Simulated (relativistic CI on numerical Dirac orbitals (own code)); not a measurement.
How well does a small relativistic CI reproduce Ga⁺?

Computed by Dirac-Coulomb-Breit CI, orbitals from a KLI potential per configuration, QED by a radiative potential, valence Slater integrals scaled by 0.85, P86 correlation estimate, and configurations built on the next ion tied to the tabulated ionisation energy (semi-empirical) (own radial code, finite nucleus).

Configuration list (outside the closed core [Ar]): 3d10 4s2, 3d10 4s 4p, 3d10 4s 5s, 3d10 4p2, 3d10 4s 4d, 3d10 4s 5p, 3d10 4s 5d, 3d10 4s 6s, 3d10 4s 4f, 3d10 4s 5f, 3d10 4d2, 3d10 4p 4d, 3d10 4s 6p, 3d10 4s 5g, 3d10 4s 6d, 3d10 4s 6f, 3d9 4s2 4p, 3d10 4p 5s, 3d9 4s 4p2. Levels of other configurations are missing.

```tsv
Configuration	Term (tabulated)	J	Measured (cm⁻¹)	Computed	Error	Purity (%)
3d10 4s2	1S	0	0.0	0	0	96
3d10 4s 4p	3P°	0	47367.5	47573	205	99
3d10 4s 4p	3P°	1	47814.1	47976	162	99
3d10 4s 4p	3P°	2	48749.7	48811	61	99
3d10 4s 4p	1P°	1	70701.3	72180	1479	95
3d10 4s 5s	3S	1	102944.6	103240	295	100
3d10 4s 5s	1S	0	106662.2	107513	850	99
3d10 4s 4d	3D	1	113815.9	113656	-160	100
3d10 4s 4d	3D	2	113842.2	113676	-166	100
3d10 4s 4d	3D	3	113883.2	113707	-177	100
3d10 4s 5p	3P°	0	118430.0	118376	-54	99
3d10 4s 5p	3P°	1	118518.5	118465	-53	99
3d10 4s 5p	3P°	2	118727.9	118662	-66	99
```

Measured levels from NIST Handbook of Basic Atomic Spectroscopic Data (Sansonetti and Martin, J. Phys. Chem. Ref. Data 34, 1559 (2005)); pairs were made by configuration, J and term (by order where the table uses no LS term), so strongly mixed levels may be paired wrongly.

Mean error by configuration (cm⁻¹): 3d10 4s 4p 477; 3d10 4s 5s 573; 3d10 4s 4d -168; 3d10 4s 5p -58. Over the excited levels the mean absolute error is 311 cm⁻¹ (12 of the 13 excited levels that our extract of the source holds in range could be paired, and the others can miss by more), and the median relative error of those above 1,000 cm⁻¹ is 0.15 %.

Transition probabilities of persistent lines. The last column rescales the computed rate by the cube of measured over computed energy:

| λ measured (Å) | Lower | Upper | A tabulated (s⁻¹) | A computed | A rescaled |
| --- | --- | --- | --- | --- | --- |
| 1414.40 vacuum | 3d10 4s2 1S_0 | 3d10 4s 4p 1P°_1 | 1.97e+09 | 2.24e+09 | 2.10e+09 |
| 1535.31 vacuum | 3d10 4s 4p 3P°_2 | 3d10 4s 4d 3D_3 | 1.45e+09 | 1.40e+09 | 1.41e+09 |
| 2090.77 air | 3d10 4s2 1S_0 | 3d10 4s 4p 3P°_1 | 4.09e+05 | 1.88e+05 | 1.86e+05 |
